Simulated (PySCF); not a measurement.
PySCF input for trifluoro(fluorosilyloxy)silane (F4H2OSi2), SMILES F[SiH2]O[Si](F)(F)F, PBE0-D3(BJ)/def2-SVP. The structure is a stationary point at PBE0-D3(BJ)/def2-SVP. The values are those of a single conformer.

```python
import numpy as np
from pyscf import gto, scf, dft, df
from pyscf.hessian import thermo

mol = gto.M(
    atom='''
    Si    1.85311666    0.53299577    0.80555772
    F     2.44766681   -0.95346797    0.59505462
    O     0.40557031    0.62197335    0.00807194
    Si   -1.02601311   -0.00805934   -0.37850690
    F    -2.12707839    1.14001991   -0.43851661
    F    -1.48468096   -1.08633310    0.70234915
    F    -0.97206683   -0.71976412   -1.80125159
    H     1.62870569    0.74147193    2.25443553
    H     2.77271680    1.50953877    0.18355749
    ''',
    basis='def2-SVP',
    charge=0,
    spin=0,
    max_memory=1600,
    verbose=3,
)
mf = dft.RKS(mol, xc='pbe0').density_fit(auxbasis='def2-universal-jkfit')
mf.disp = 'd3bj'
mf.grids.level = 3
mf.conv_tol = 1e-11
mf.max_cycle = 100
mf.kernel()

# [left out here: the lines that compute and print the analytic Hessian (its translational invariance restored by hand, since the grid's response is missing), thermochemistry and intensities]
```

Program output:

```
converged SCF energy = -1053.8684052272

WARN: DFTD3 does not support analytical Hessian, using finite difference


WARN: Mole.unit (angstrom) is changed to Bohr

Mode                                 0                   1                   2
Irrep
Freq [cm^-1]                       20.4962             23.9729             41.6800
Reduced mass [au]                  12.1859              4.9659              7.5873
Force const [Dyne/A]                0.0030              0.0017              0.0078
Char temp [K]                      29.4894             34.4917             59.9683
Normal mode                   x     y     z       x     y     z       x     y     z
       0  Si                 0.01 -0.02  0.02    0.04  0.02 -0.06    0.05  0.03 -0.04
       1   F                 0.01  0.01 -0.13   -0.11 -0.06  0.04    0.08  0.03  0.05
       2   O                -0.04  0.03  0.10   -0.03  0.06  0.06   -0.02 -0.09  0.07
       3  Si                -0.00  0.00  0.02    0.01  0.01  0.01   -0.03 -0.02  0.01
       4   F                -0.01 -0.01 -0.08   -0.04 -0.04  0.01    0.02  0.03  0.00
       5   F                -0.06  0.03  0.02    0.02 -0.03 -0.02   -0.12 -0.03 -0.04
       6   F                 0.09 -0.03  0.04    0.07  0.03  0.00   -0.01  0.02 -0.01
       7   H                 0.07 -0.13  0.04    0.18  0.20 -0.07    0.15  0.15 -0.04
       8   H                -0.03  0.04  0.05    0.07 -0.13 -0.25   -0.03  0.00 -0.19
Mode                                 3                   4                   5
Irrep
Freq [cm^-1]                      213.8396            251.2684            304.7307
Reduced mass [au]                  18.3702             14.0291             17.3082
Force const [Dyne/A]                0.4949              0.5219              0.9470
Char temp [K]                     307.6676            361.5192            438.4397
Normal mode                   x     y     z       x     y     z       x     y     z
       0  Si                -0.02  0.05  0.01    0.02  0.00  0.02    0.01  0.04  0.02
       1   F                -0.10  0.02 -0.05    0.00 -0.00 -0.00   -0.08  0.02 -0.04
       2   O                -0.00  0.01  0.00   -0.03  0.00  0.11    0.03 -0.09  0.00
       3  Si                 0.02 -0.03  0.00   -0.00  0.00 -0.00    0.03 -0.06  0.00
       4   F                 0.13  0.07  0.04    0.02  0.02 -0.11    0.03 -0.06 -0.01
       5   F                -0.02 -0.06 -0.05    0.10 -0.04  0.00   -0.03  0.05  0.09
       6   F                -0.02 -0.07  0.02   -0.13  0.01 -0.01   -0.01  0.08 -0.07
       7   H                -0.00  0.03  0.02    0.12  0.03  0.03    0.04  0.05  0.03
       8   H                -0.00  0.04  0.03   -0.01 -0.01 -0.05    0.01  0.04  0.02
Mode                                 6                   7                   8
Irrep
Freq [cm^-1]                      331.9052            375.4408            412.5367
Reduced mass [au]                  14.2631             13.9533             16.0377
Force const [Dyne/A]                0.9257              1.1588              1.6081
Char temp [K]                     477.5376            540.1758            593.5485
Normal mode                   x     y     z       x     y     z       x     y     z
       0  Si                -0.07 -0.02 -0.04    0.01  0.01 -0.01   -0.02 -0.02 -0.03
       1   F                 0.02  0.01  0.01   -0.01 -0.00 -0.00    0.05 -0.01  0.03
       2   O                -0.06 -0.04 -0.00    0.05  0.02 -0.10   -0.04  0.16  0.01
       3  Si                -0.05 -0.03  0.02    0.00  0.00  0.09    0.04 -0.05  0.00
       4   F                 0.06  0.08 -0.02    0.00 -0.01 -0.10    0.07 -0.05  0.01
       5   F                 0.07 -0.03  0.07   -0.04 -0.09 -0.01   -0.06  0.01  0.03
       6   F                 0.08  0.05 -0.01   -0.01  0.08  0.06   -0.04  0.03 -0.04
       7   H                -0.06  0.00 -0.04   -0.10 -0.03 -0.02   -0.04 -0.07 -0.02
       8   H                -0.11 -0.01 -0.08    0.05  0.02  0.09    0.00 -0.04 -0.01
Mode                                 9                  10                  11
Irrep
Freq [cm^-1]                      609.9380            709.5728            734.6643
Reduced mass [au]                   8.8782              1.4271              1.0614
Force const [Dyne/A]                1.9460              0.4234              0.3375
Char temp [K]                     877.5650           1020.9172           1057.0184
Normal mode                   x     y     z       x     y     z       x     y     z
       0  Si                 0.08  0.02  0.04   -0.03 -0.02  0.07    0.00 -0.00  0.01
       1   F                 0.00 -0.02 -0.00    0.03  0.01 -0.04   -0.01 -0.01  0.03
       2   O                -0.00  0.07 -0.04    0.02  0.02 -0.05    0.01  0.02 -0.04
       3  Si                -0.08 -0.04 -0.02   -0.00 -0.00 -0.00   -0.00 -0.00 -0.00
       4   F                -0.03  0.07  0.00   -0.00  0.00 -0.00   -0.00  0.00 -0.00
       5   F                -0.01 -0.05  0.06   -0.01 -0.01  0.01   -0.00 -0.00  0.00
       6   F                 0.02 -0.03 -0.07    0.00  0.00 -0.00    0.00 -0.00 -0.00
       7   H                 0.06 -0.05  0.05    0.31  0.50  0.05    0.57 -0.36  0.15
       8   H                 0.19  0.00  0.16   -0.04 -0.35 -0.46   -0.53  0.38 -0.18
Mode                                12                  13                  14
Irrep
Freq [cm^-1]                      870.4105            888.2832            969.1233
Reduced mass [au]                   9.7452              2.2376              1.2700
Force const [Dyne/A]                4.3500              1.0402              0.7027
Char temp [K]                    1252.3269           1278.0418           1394.3527
Normal mode                   x     y     z       x     y     z       x     y     z
       0  Si                 0.01  0.04  0.02    0.02 -0.06 -0.01   -0.06  0.00 -0.03
       1   F                 0.03 -0.07 -0.01   -0.04  0.13  0.03    0.02 -0.02  0.00
       2   O                -0.05  0.00 -0.03    0.00 -0.00 -0.01    0.03 -0.01  0.01
       3  Si                -0.08 -0.04 -0.02   -0.03 -0.01 -0.01    0.02  0.01  0.01
       4   F                 0.07 -0.06  0.00    0.02 -0.02  0.00   -0.02  0.01 -0.00
       5   F                 0.03  0.07 -0.06    0.01  0.02 -0.02   -0.01 -0.02  0.01
       6   F                 0.00  0.04  0.08    0.00  0.01  0.02   -0.00 -0.01 -0.02
       7   H                 0.13  0.09  0.04    0.32 -0.33  0.07    0.55  0.30  0.03
       8   H                 0.09  0.05  0.14    0.32 -0.31  0.04    0.25  0.10  0.56
Mode                                15                  16                  17
Irrep
Freq [cm^-1]                      985.5043           1017.0778           1021.6808
Reduced mass [au]                   1.7693             21.0889             18.1472
Force const [Dyne/A]                1.0124             12.8533             11.1606
Char temp [K]                    1417.9213           1463.3485           1469.9711
Normal mode                   x     y     z       x     y     z       x     y     z
       0  Si                -0.05  0.09  0.00   -0.00  0.01 -0.00    0.01 -0.01 -0.00
       1   F                 0.03 -0.07 -0.00    0.00 -0.01  0.00   -0.01  0.01  0.00
       2   O                 0.01 -0.02  0.01   -0.01 -0.01  0.00   -0.00  0.01  0.00
       3  Si                 0.03 -0.01  0.00    0.01  0.06 -0.12    0.06 -0.11 -0.06
       4   F                -0.03  0.03 -0.00    0.03 -0.04  0.01   -0.08  0.09 -0.00
       5   F                -0.00 -0.00  0.00   -0.04 -0.09  0.09    0.00  0.02 -0.01
       6   F                -0.00 -0.00 -0.00   -0.00  0.03  0.07   -0.01  0.05  0.09
       7   H                 0.10 -0.50  0.11    0.01 -0.05  0.01   -0.02  0.07 -0.02
       8   H                 0.28 -0.38 -0.22    0.03 -0.02 -0.00   -0.04  0.05  0.03
Mode                                18                  19                  20
Irrep
Freq [cm^-1]                     1181.5333           2305.3122           2322.3316
Reduced mass [au]                  12.4402              1.0329              1.0508
Force const [Dyne/A]               10.2323              3.2342              3.3392
Char temp [K]                    1699.9634           3316.8309           3341.3181
Normal mode                   x     y     z       x     y     z       x     y     z
       0  Si                -0.04  0.00 -0.02   -0.00 -0.01 -0.03    0.02  0.02 -0.02
       1   F                -0.00  0.00 -0.00   -0.00  0.00 -0.00    0.00 -0.00 -0.00
       2   O                 0.20  0.05  0.08   -0.00 -0.00 -0.00    0.00  0.00  0.00
       3  Si                -0.07 -0.03 -0.02    0.00  0.00  0.00   -0.00 -0.00 -0.00
       4   F                 0.01 -0.01  0.00   -0.00  0.00  0.00    0.00 -0.00  0.00
       5   F                 0.00  0.01 -0.01   -0.00 -0.00  0.00    0.00  0.00  0.00
       6   F                -0.00  0.00  0.01   -0.00 -0.00 -0.00    0.00  0.00  0.00
       7   H                -0.10  0.01 -0.02   -0.15  0.13  0.91   -0.04  0.05  0.31
       8   H                -0.09  0.02 -0.08    0.20  0.21 -0.15   -0.57 -0.61  0.39
temperature 298.1500 [K]
pressure 101325.00 [Pa]
Rotational constants [GHz] 3.17615 0.99992 0.94994
Symmetry number 1
Zero-point energy (ZPE) 0.03552 [Eh]   93256.700 [J/mol]
                           tot       elec      trans        rot        vib
Entropy [J/mol/K]       410.431      0.000    171.252    121.572    117.607
Cv [J/mol/K]            113.479      0.000     12.472     12.472     88.535
Cp [J/mol/K]            121.793      0.000     20.786     12.472     88.535
Internal energy [J/mol]                      3718.434   3718.434 108326.107
Internal energy [Eh]   -1053.82431  -1053.86841
Enthalpy [J/mol]                             6197.391   3718.434 108326.107
Enthalpy [Eh]          -1053.82337
Gibbs free energy [J/mol]                  -44861.320 -32528.144  73261.508
Gibbs free energy [Eh] -1053.86998
mode   freq/cm-1   IR/(km/mol)
   1       20.50         0.550
   2       23.97         2.313
   3       41.68         0.516
   4      213.84         1.025
   5      251.27         1.204
   6      304.73         9.409
   7      331.91        81.465
   8      375.44        47.400
   9      412.54        47.162
  10      609.94         5.285
  11      709.57       130.284
  12      734.66         1.931
  13      870.41        84.880
  14      888.28        74.258
  15      969.12       188.233
  16      985.50       169.419
  17     1017.08       214.068
  18     1021.68       267.299
  19     1181.53       636.570
  20     2305.31        76.170
  21     2322.33       122.439
max |gradient| / (hartree/bohr): 0.00021436515345974627
APT charges: [ 1.8833 -0.634  -1.3152  2.4783 -0.6255 -0.6221 -0.6245 -0.2736 -0.2666]
```

Self-consistency was reached.

Cost: around 2.8 core-minutes (rough).
